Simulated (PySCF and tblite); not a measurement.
Values are calculated unless marked as measured or tabulated.
Molecule: C₆H₁₃N, numbered as in [CH3:1][C@H:2]1[CH2:3][CH2:4][N:5]([CH3:6])[CH2:7]1. The ring 2–3–4–5–7 is held at Altona–Sundaralingam phase angles P (ν_j = ν_max cos(P + 144°(j − 2)), ν_j about the bond from ring atom j to j + 1, counted from 0) and the rest relaxed at GFN2-xTB.

```bash
OMP_NUM_THREADS=1 python ens_run.py task.json out
```

```json
{"job": {"smiles": "CC1CCN(C)C1", "charge": 0, "mult": 1, "motion": "pseudorotation", "atoms": [1, 2, 3, 4, 6], "ring": [1, 2, 3, 4, 6], "study": "scan", "drives": [{"terms": [["phase", [1, 2, 3, 4, 6], 1]], "values": [0, 18, 36, 54, 72, 90, 108, 126, 144, 162, 180, 198, 216, 234, 252, 270, 288, 306, 324, 342], "periodic": true}], "seed": 402, "jobs": [{"kind": "nmr", "xc": "BP86", "basis": "pcSseg-1", "every": 2}, {"kind": "j", "xc": "B3LYP", "basis": {"default": "6-31G*", "H": "pcJ-1"}, "nuclei": ["H"], "every": 4}], "xc": "BP86", "basis": "pcSseg-1", "kind": "scan"}, "charge": 0, "multiplicity": 1}
```

```
coordinate    xTB      DFT (kcal/mol)
     0.00    0.041    0.133
    18.00    0.000        -
    36.00    0.019    0.000
    53.90    0.169        -
    71.90    0.438    1.175
    89.80    0.883        -
   107.90    1.393    3.217
   126.00    1.650        -
   144.10    1.472    4.133
   162.20    1.006        -
   180.10    0.571    3.255
   198.00    0.420        -
   215.90    0.634    3.165
   233.90    1.006        -
   252.00    1.256    3.655
   270.00    1.235        -
   288.10    0.973    2.493
   306.10    0.635        -
   324.10    0.348    0.964
   342.10    0.155        -
```

How long did the task, with 15 DFT runs on 20 atoms, take on 1 thread of Arm Neoverse N1, on a host shared with other jobs (rough)?

About 15 min; peak memory 1.1 GiB. Times from shared hosts are rough.
